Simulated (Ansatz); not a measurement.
SbF, multiplicity 3 (the spin of the measured ground state), most abundant isotopes (18.9984 and 120.9038 u). Constants from fifth-degree fits in 1/R to seven points on the lowest solution found; no spin–orbit coupling, no relativity up to Kr; ω_e x_e and α_e move by some per cent with the fit.

Correlated levels freeze the inner cores; with def2 sets outer-core shells near the valence are correlated too.

Programs: Ansatz (Gaussian orbitals).  In def2 rows elements past Kr take small-core potentials, without spin–orbit coupling.

Total energies (hartree; each atom in its lowest state at that level) and vibrational constants (cm⁻¹):

```
level               E(SbF) at r_e        E(F)        E(Sb)  ω_e  ω_e x_e
------------------  -------------  ----------  -----------  ---  -------
PBE/def2-TZVPP        -340.042280  -99.669123  -240.207425  579      2.7
B3LYP/def2-TZVPP      -340.219936  -99.770147  -240.293785  595      2.7
wB97M-V/def2-TZVPP    -340.078346  -99.745271  -240.179319  617      2.6
CCSD(T)/def2-QZVPP    -339.571928  -99.651180  -239.770196  619      2.7
```

Q: Work out D_e and D₀ in eV.

A: 
D_e = E(F) + E(Sb) − E(molecule), times 27.2114 eV; D₀ = D_e − (ω_e/2 − ω_e x_e/4)/8065.54.
- PBE/def2-TZVPP: D_e = 4.510, zero point 0.036, D₀ = 4.474 eV
- B3LYP/def2-TZVPP: D_e = 4.245, zero point 0.037, D₀ = 4.208 eV
- wB97M-V/def2-TZVPP: D_e = 4.184, zero point 0.038, D₀ = 4.146 eV
- CCSD(T)/def2-QZVPP: D_e = 4.097, zero point 0.038, D₀ = 4.058 eV
No counterpoise correction is made.

Ansatz is a quantum-chemistry and plane-wave program.
